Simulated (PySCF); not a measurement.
Molecule: SMILES FC(F)(F)Cc1ccoc1, C6H5F3O.

Cartesian coordinates in Å; atom numbers follow the order of the lines, from 1:
```xyz
15

F    -1.8567   -1.6042   -0.2721
C    -1.9647   -0.2805   -0.4557
F    -1.6534   -0.0442   -1.7369
F    -3.2687    0.0163   -0.3202
C    -1.1022    0.5103    0.5146
C     0.3392    0.1613    0.3314
C     1.2507    0.7546   -0.5837
C     2.4258    0.0922   -0.4167
O     2.3055   -0.8571    0.5234
C     1.0448   -0.8164    0.9716
H    -1.4399    0.2642    1.5227
H    -1.2755    1.5698    0.3183
H     1.0469    1.5559   -1.2631
H     3.3811    0.2001   -0.8902
H     0.7626   -1.5144    1.7345
```

Frames of a GFN2-xTB Langevin trajectory at 300 K; GIAO PBE0/pcSseg-1 shieldings in PySCF 2.14.0 with density-fitted response routines, gas phase, non-relativistic; equivalent atoms averaged within each frame.

δ = σ(ref) − σ, references computed at the same level: 19F (σ = 170.95 ppm) against CFCl3; TMS for 13C (σ = 186.93 ppm) and 1H (σ = 31.72 ppm); 17O (σ = 336.08 ppm) against H2O. The references are static minima.

How do the shifts (ppm) fluctuate along the trajectory?

Results:


```tsv
time (fs)	F1/F3/F4	C8	C10	C2	C7	C6	C5	O9	H14	H13
optimised geometry	-84.2	148.0	147.6	134.6	120.2	122.5	35.3	304.6	7.55	6.74
250	-72.2	147.7	143.8	141.7	125.3	125.2	43.9	289.9	7.50	7.07
425	-83.5	157.0	149.3	135.3	117.3	118.9	43.8	341.8	7.84	6.84
625	-69.6	149.2	157.6	137.8	119.0	132.2	39.8	322.9	7.52	7.29
800	-72.5	143.4	144.3	137.8	111.4	116.8	30.2	297.3	7.20	5.69
1000	-67.5	147.3	149.7	135.4	116.7	118.3	39.6	306.0	7.10	6.00
mean of frames	-73.1	148.9	148.9	137.6	117.9	122.3	39.5	311.6	7.43	6.58
standard deviation	6.2	5.0	5.6	2.6	5.0	6.4	5.6	20.9	0.29	0.70
```

5 frames give an uncertainty of the mean of about the standard deviation over 2.2 at best, since frames this close in time may not be independent; classical motion lacks zero-point vibration, and the reference would need the same averaging.
